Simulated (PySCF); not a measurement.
Species: BMe2(CCH), C4H7B.
Geometry (PBE0-D3(BJ)/def2-SVP, Å), atoms numbered from 1 in this order:
```
atom  x, y, z in Å
B1     0.0467    0.0543    0.0029
C2     1.6155    0.0190   -0.0370
H3     1.9380   -0.0606    1.0203
H4     2.0666    0.9414   -0.4323
H5     2.0333   -0.8591   -0.5503
C6    -0.7487    1.4074    0.0219
H7    -0.9856    1.6322   -1.0369
H8    -0.1592    2.2576    0.3969
H9    -1.7138    1.3545    0.5462
C10   -0.7299   -1.2680    0.0255
C11   -1.3500   -2.3181    0.0401
H12   -1.8974   -3.2434    0.0536
```

A calculation gives these core lines: B 1s: 195.89 eV; C 1s: 290.06 (area 2), 290.23 (area 1), 290.42 (area 1) eV.

Method used: PySCF, delta-SCF UKS SCAN, pcX-2 on the ionised atom, pcseg-1 elsewhere, spin-free X2C. Isolated species at its PBE0-D3(BJ)/def2-SVP geometry, gas phase.

(1) Assign the C 1s lines to atoms.

Results:

(1) 290.06 eV: C2/C6 (carbon bonded to B and 3 H); 290.23 eV: C10 (carbon bonded to B and C); 290.42 eV: C11 (carbon bonded to C and H). Lowest listed C 1s: C2/C6, bonded to 3 H and B. Highest, 0.36 eV above it: C11, bonded to C and H.

Bonded neighbours of each site: B1: 3 C; C2/C6: 3 H and B; C10: C and B; C11: C and H.

Question: Which photon wavelength matches the C 1s of C2/C6 threshold?

Answer: λ = hc/E = 12398.42 eV Å / 290.06 eV = 42.744 Å.

The first atom of each set that the bonding makes equivalent was ionised and stands for the set. Spin contamination (⟨S²⟩ against 0.75 for a pure doublet) is marked for C 1s of C10 (0.87) and C 1s of C11 (0.86), which makes these values less certain.

Hardware: one thread of an Arm Neoverse V2, shared host with 192 logical CPUs at a one-minute load of 101. Cost: 24 s wall, 0.43 GiB resident at most.
